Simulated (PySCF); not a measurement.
PySCF 2.14 output of an unrestricted M06-2X calculation on a single atom or ion in def2-TZVPPD (6s6p4d2f1g, 67 functions), with no relativity, point nucleus:

```
SCF conv_tol = 1e-09
number electrons alpha = 14  beta = 9
    Y. Zhao and D. G. Truhlar.,  Theor. Chem. Acc. 120, 215 (2008)
    Y. Zhao and D. G. Truhlar.,  Theor. Chem. Acc. 120, 215 (2008)
cycle= 1 E= -1149.79741887977  delta_E= -0.00447  |g|= 0.013  |ddm|= 0.103
cycle= 2 E= -1149.79745481104  delta_E= -3.59e-05  |g|= 0.00186  |ddm|= 0.0157
cycle= 3 E= -1149.79745634886  delta_E= -1.54e-06  |g|= 0.000945  |ddm|= 0.00858
cycle= 4 E= -1149.79745678109  delta_E= -4.32e-07  |g|= 0.000352  |ddm|= 0.00445
cycle= 5 E= -1149.79745685433  delta_E= -7.32e-08  |g|= 9.04e-05  |ddm|= 0.00153
cycle= 6 E= -1149.79745685853  delta_E= -4.2e-09  |g|= 1.24e-05  |ddm|= 0.000242
cycle= 7 E= -1149.79745685864  delta_E= -1.13e-10  |g|= 1.79e-06  |ddm|= 2.85e-05
converged SCF energy = -1149.79745685864  <S^2> = 8.7509686  2S+1 = 6.0003228
```

The run itself started from symmetry-adapted Hartree-Fock orbitals and held the occupation by maximum overlap, on a logarithmic radial grid, so the iterations belong to that start.

Which element, charge and spin multiplicity is this?

Mn²⁺ (manganese, charge +2), multiplicity 6; the state was [Ar] 3d4 4s1, high-spin 6D determinant (an excited configuration).
